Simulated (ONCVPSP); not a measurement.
## ruthenium: one change to an ONCV potential, before and after

```json
{
  "Element": "ruthenium",
  "Generator": "ONCVPSP 4.0.1",
  "Type": "optimised norm-conserving Vanderbilt (ONCV)",
  "Functional": "PBE",
  "Relativity": "scalar-relativistic",
  "Frozen core": "[Kr]",
  "Valence charge": "8",
  "Reference configuration": "4d7 5s1",
  "Partial waves": "5s: rc 2.90 bohr, ncon 4, nbas 7, qcut 2.3 1/bohr, 2 projectors, debl 1 Ha; p scattering state at 0.1 Ha: rc 3.15 bohr, ncon 4, nbas 7, qcut 2.9 1/bohr, 2 projectors, debl 3.8 Ha; 4d: rc 2.35 bohr, ncon 4, nbas 8, qcut 5.3 1/bohr, 2 projectors, debl 2.4 Ha; f scattering state at 0.18 Ha: rc 2.55 bohr, ncon 4, nbas 7, qcut 5 1/bohr, 1 projector",
  "Local potential": "polynomial inside 1.75 bohr (lpopt 3, dvloc0 1 Ha)",
  "Core correction": "polynomial model core, fcfact 0.65"
}
```

In the p channel the program set the typed energies aside and used 0.050, 3.850 Ha.

Change: d: rc 2.96.

Cutoffs: the cutoffs (Ha) at which the residual kinetic energy of the hardest occupied pseudo-wave falls to 1 and 0.1 mHa per electron; they do not see the model core or the augmentation charge, which bear on the density cutoff. Errors are all-electron minus pseudo energies relative to the spin-unpolarised reference configuration.

Question: Predict the effect on cutoff, ghosts and configuration errors.

Answer: The potential gets softer (13 Ha and 26 Ha → 11 Ha and 12 Ha); of the 4 tests that both files solve, the error grows in 2 and shrinks in 2 by more than 15 % and 0.3 meV (median size 29.3 → 22.6 meV); neither file shows a bound ghost. A larger radius leaves more room for a smooth pseudo-wave, so fewer plane waves are needed.

| quantity | base | changed |
| --- | --- | --- |
| cutoff, loose | 13 Ha | 11 Ha |
| cutoff, tight | 26 Ha | 12 Ha |
| loose cutoff by channel | s 3.0 Ha, d 13 Ha | s 3.0 Ha, d 11 Ha |
| bound ghosts | none | none |
| GHOST(+) flags under 300 eV | s at 36.2 eV, p at 113.9 eV | s at 36.2 eV, p at 113.9 eV |
| error for 4d7 5s0, meV [ΔE 7.29 eV] | -8.2 | -12 |
| error for 4d6 5s0, meV [ΔE 25.48 eV] | -50 | -33 |
| error for 4d5 5s0, meV [ΔE 56.10 eV] | -183 | +128 |
| error for 4d7 5s0.5, meV [ΔE 2.86 eV] | -1.9 | -2.2 |
| s: phases at 2.95 bohr within 0.05 rad from the reference energy up to (Ha; the scan ends near 5) | 1.3 | 1.3 |
| p: phases at 3.21 bohr within 0.05 rad from the reference energy up to (Ha; the scan ends near 5) | n/a | n/a |
| f: phases at 2.59 bohr within 0.05 rad from the reference energy up to (Ha; the scan ends near 5) | 1.7 | 1.7 |
| rms error of d²Exc/dni dnj with the model core, mHa | 0.73 | 1.13 |
